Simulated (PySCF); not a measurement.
**Dipole moment and polarisability across levels of theory**

FGaH2.
Bonds: F1–Ga2. Hydrogens: H3, H4 on Ga2.

PySCF, dipoles from the SCF density, polarisabilities from static response with core orbitals frozen. Geometry: PBE0-D3(BJ)/def2-SVP; no solvent, vibrations or thermal averaging. Relativistic effects, spin–orbit coupling among them, are left out although an element past zinc is present.

Question: How do dipole and polarisability depend on functional and basis here?

Answer: 

```
              level  μ (D)  α (Å³)  anisotropy (Å³)
      LDA/def2-SVPD  2.303    4.63             1.48
      PBE/def2-SVPD  2.227    4.56             1.39
    B3LYP/def2-SVPD  2.376    4.37             1.33
     PBE0/def2-SVPD  2.377    4.31             1.23
BHandHLYP/def2-SVPD  2.512    4.12             1.17
CAM-B3LYP/def2-SVPD  2.432    4.30             1.26
  wB97X-D/def2-SVPD  2.404    4.29             1.20
  LC-wPBE/def2-SVPD  2.394    4.21             1.12
       HF/def2-SVPD  2.579    3.85             0.93
        PBE0/6-31G*  2.103    3.40             1.21
      PBE0/def2-SVP  2.129    3.50             1.38
   PBE0/aug-cc-pVDZ  2.327    4.30             1.28
     PBE0/def2-TZVP  2.218    4.01             1.33
    PBE0/def2-TZVPD  2.303    4.38             1.27
   PBE0/aug-cc-pVTZ  2.298    4.38             1.26
```

The anisotropy is √(½[(α1 − α2)² + (α2 − α3)² + (α3 − α1)²]). The dipole runs from 2.10 D (PBE0/6-31G*) to 2.58 D (HF/def2-SVPD). No reference polarisability is at hand; against PBE0 in the largest diffuse basis at hand (aug-cc-pVTZ) the other PBE0 rows deviate by 6-31G* -22%, def2-SVP -20%, def2-SVPD -2%, aug-cc-pVDZ -2%, def2-TZVP -9%, def2-TZVPD 0%. In one basis (def2-SVPD) the functionals order the polarisability from HF (lowest) to LDA (highest), a spread of 20%. With PBE0 the polarisability is 3.64 Å³ without diffuse functions (mean of 6-31G*, def2-SVP and def2-TZVP) and 4.34 Å³ with them (mean of def2-SVPD, aug-cc-pVDZ, def2-TZVPD and aug-cc-pVTZ).
